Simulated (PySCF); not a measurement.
**Adding and removing an electron: SiBi**

UHF-CCSD(T); Si def2-SVPD, Bi def2-SVPD with ECP60; scalar-relativistic core potentials (PySCF 2.14). Neutral (UHF): doublet (π ↑), Re = 2.510 Å, ωe = 353 cm⁻¹, De = 2.01 eV.

SiBi⁺ (UHF): triplet (π ↑↑), Re = 2.651 Å, ωe = 303 cm⁻¹. The energies at the minima are -502.56263 hartree for SiBi and -502.28363 for SiBi⁺.

Work out the adiabatic ionisation energy, without and with harmonic zero-point energies (1 hartree = 27.2114 eV, 1 eV = 8065.5 cm⁻¹), and the change of the bond length.

At UHF-CCSD(T): 0.27900 hartree = 7.592 eV between the minima; the zero-point term (303.0 − 353.0)/2 cm⁻¹ = -0.003 eV makes it 7.589 eV. Re changes by +14.1 pm against the neutral. The electron leaves a π orbital, and the longer bond of the ion fits a bonding orbital, or a change in how ionic the bond is.

Correlated steps freeze 9 core orbitals. Correlated levels converge slowly with the basis: in double zeta they bind strong bonds too weakly, by up to about 1 eV, and carry superposition errors of some tenths. Spin–orbit coupling is left out, which matters for elements this heavy, above all for dissociation energies. States were picked by a PBE0 search and need not be the measured ground states.
